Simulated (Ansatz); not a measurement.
Geometry optimisation, RKS B3LYP-D4/def2-mTZVP in Ansatz.

input.yaml

```yaml
crystal:
  periodic: [false, false, false]
  atoms:
    - { symbol: B, position_ang: [-0.4808, 1.3879, -0.3592] }
    - { symbol: Si, position_ang: [0.7611, 0.0031, -0.1465] }
    - { symbol: B, position_ang: [0.0066, -1.7884, 0.3132] }
    - { symbol: O, position_ang: [0.5345, -0.7655, 1.2978] }
    - { symbol: H, position_ang: [-1.1828, 1.4289, -1.3709] }
    - { symbol: H, position_ang: [-1.0123, 1.9179, 0.598] }
    - { symbol: H, position_ang: [2.2364, 0.238, -0.2888] }
    - { symbol: H, position_ang: [-0.7705, -2.4791, -0.0994] }
basis:
  gaussian: { orbitals: def2-mTZVP }
hamiltonian:
  xc: b3lyp
  dispersion: d4
relax:
  f_tol: 0.02
  max_steps: 50
output:
  orbitals: {}
```

Launched with:

```bash
$ ansatz run input.yaml --threads 2 --pin off --max-ram 3072MiB --backend cpu --events-out ev --progress --plain --runs-dir out
```

Q: Where does it end, and by what steps?

A: It converged. After 14 steps the energy has fallen by 1.769 eV; H5 moved furthest, 1.02 Å.

```json
{"step": "0", "energy less start (eV)": "0.0000", "largest force component (eV/Å)": "6.150", "accepted": "yes"}
{"step": "1", "energy less start (eV)": "-1.1387", "largest force component (eV/Å)": "2.658", "accepted": "yes"}
{"step": "2", "energy less start (eV)": "-1.5016", "largest force component (eV/Å)": "1.349", "accepted": "yes"}
{"step": "3", "energy less start (eV)": "-1.6074", "largest force component (eV/Å)": "1.037", "accepted": "yes"}
{"step": "4", "energy less start (eV)": "-1.6938", "largest force component (eV/Å)": "0.552", "accepted": "yes"}
{"step": "5", "energy less start (eV)": "-1.7308", "largest force component (eV/Å)": "0.412", "accepted": "yes"}
{"step": "6", "energy less start (eV)": "-1.7549", "largest force component (eV/Å)": "0.370", "accepted": "yes"}
{"step": "7", "energy less start (eV)": "-1.7644", "largest force component (eV/Å)": "0.163", "accepted": "yes"}
{"step": "8", "energy less start (eV)": "-1.7642", "largest force component (eV/Å)": "0.153", "accepted": "no"}
{"step": "9", "energy less start (eV)": "-1.7674", "largest force component (eV/Å)": "0.109", "accepted": "yes"}
{"step": "10", "energy less start (eV)": "-1.7607", "largest force component (eV/Å)": "0.364", "accepted": "no"}
{"step": "11", "energy less start (eV)": "-1.7688", "largest force component (eV/Å)": "0.029", "accepted": "yes"}
{"step": "12", "energy less start (eV)": "-1.7692", "largest force component (eV/Å)": "0.052", "accepted": "yes"}
{"step": "13", "energy less start (eV)": "-1.7694", "largest force component (eV/Å)": "0.034", "accepted": "yes"}
{"step": "14", "energy less start (eV)": "-1.7694", "largest force component (eV/Å)": "0.008", "accepted": "yes"}
```

```xyz
8
Properties=species:S:1:pos:R:3
B -0.594 1.513 -0.368
Si 0.624 -0.016 -0.245
B -0.015 -1.753 0.369
O 0.510 -0.958 1.285
H -0.570 2.239 -1.310
H -1.442 1.662 0.451
H 2.050 0.100 -0.625
H -0.472 -2.844 0.387
```

Time of the run: 33 s on 2 threads of Arm Neoverse V1, with other jobs on the host, peak memory 0.18 GiB.
